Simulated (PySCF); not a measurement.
# Deuteron quadrupole couplings in `CC1=C[P@@H+]1C(C)C`

C6H12P (charge +1).
Structure used (GFN2-xTB), in Å, numbered top down from 1:
```xyz
19
C6H12P angstrom
C      3.1147    0.3429   -0.1263
C      1.8427   -0.3347   -0.3145
C      1.0066   -0.9939   -1.1136
P      0.3047   -0.8060    0.5144
C     -1.2309    0.2268    0.6839
C     -2.4268   -0.7044    0.5077
C     -1.1771    1.3486   -0.3427
H      3.7471   -0.2262    0.5563
H      3.6243    0.4396   -1.0840
H      2.9728    1.3311    0.3111
H      0.8938   -1.3675   -2.1090
H      0.2793   -2.0054    1.2069
H     -1.2314    0.6416    1.6983
H     -2.4615   -1.1123   -0.5011
H     -2.3985   -1.5288    1.2198
H     -3.3448   -0.1479    0.6819
H     -2.0603    1.9738   -0.2385
H     -1.1631    0.9515   -1.3566
H     -0.3014    1.9804   -0.2014
```

Level: PBE0/pcSseg-1 (PySCF, non-relativistic); Q(2H) = 0.00286 b; rigid geometry, the same for H and D, with no vibrational averaging.

Question: Rank these positions by the coupling χzz of a deuteron there, largest first.
A. H11 (vinylic hydrogen)
B. H13 (methine hydrogen)
C. H12 (P–H hydrogen)
D. H15 (methyl hydrogen)

Answer: A (232 kHz), D (205 kHz), B (193 kHz), C (131 kHz).

Question: Tabulate Vzz, the asymmetry η and χzz = 234.96 MHz × Q × Vzz for every hydrogen position.

Answer: 
```json
{"atom": "H8", "bonded to": "C1", "bond length (Å)": "1.091", "Vzz (au)": "0.3009", "η": "0.05", "χzz (kHz)": "202"}
{"atom": "H9", "bonded to": "C1", "bond length (Å)": "1.089", "Vzz (au)": "0.3019", "η": "0.05", "χzz (kHz)": "203"}
{"atom": "H10", "bonded to": "C1", "bond length (Å)": "1.090", "Vzz (au)": "0.3024", "η": "0.05", "χzz (kHz)": "203"}
{"atom": "H11", "bonded to": "C3", "bond length (Å)": "1.069", "Vzz (au)": "0.3450", "η": "0.00", "χzz (kHz)": "232"}
{"atom": "H12", "bonded to": "P4", "bond length (Å)": "1.385", "Vzz (au)": "0.1943", "η": "0.08", "χzz (kHz)": "131"}
{"atom": "H13", "bonded to": "C5", "bond length (Å)": "1.096", "Vzz (au)": "0.2874", "η": "0.04", "χzz (kHz)": "193"}
{"atom": "H14", "bonded to": "C6", "bond length (Å)": "1.089", "Vzz (au)": "0.3060", "η": "0.04", "χzz (kHz)": "206"}
{"atom": "H15", "bonded to": "C6", "bond length (Å)": "1.090", "Vzz (au)": "0.3046", "η": "0.05", "χzz (kHz)": "205"}
{"atom": "H16", "bonded to": "C6", "bond length (Å)": "1.088", "Vzz (au)": "0.3086", "η": "0.04", "χzz (kHz)": "207"}
{"atom": "H17", "bonded to": "C7", "bond length (Å)": "1.087", "Vzz (au)": "0.3095", "η": "0.04", "χzz (kHz)": "208"}
{"atom": "H18", "bonded to": "C7", "bond length (Å)": "1.089", "Vzz (au)": "0.3064", "η": "0.04", "χzz (kHz)": "206"}
{"atom": "H19", "bonded to": "C7", "bond length (Å)": "1.089", "Vzz (au)": "0.3078", "η": "0.04", "χzz (kHz)": "207"}
```

Question: Average by the element that carries the hydrogen.

Answer: on C: 207 kHz over 11 positions, mean bond length 1.088 Å; on P: 131 kHz over 1 position, mean bond length 1.385 Å.

Question: How does χzz go with the bond length over the 11 C–H bonds?

Answer: A straight-line fit has a slope of -14.0 kHz for each 0.01 Å, with a correlation coefficient of -0.99, over lengths from 1.069 to 1.096 Å. The longer bonds have the smaller couplings here.

Question: Give the 2H NMR doublet splittings at H9 for a magnetic field along the z, y and x axes of the gradient: 3χ/2, 3χ(1 + η)/4, 3χ(1 − η)/4.

Answer: With |χ| = 202.9 kHz and η = 0.047: 304, 159 and 145 kHz, to first order and without motion.

Isolated species at its GFN2-xTB geometry (one conformer only). GFN2-xTB bond lengths can be off by several hundredths of an ångström, more for odd bonds, and the gradients follow them. The small basis limits the accuracy of the gradients.
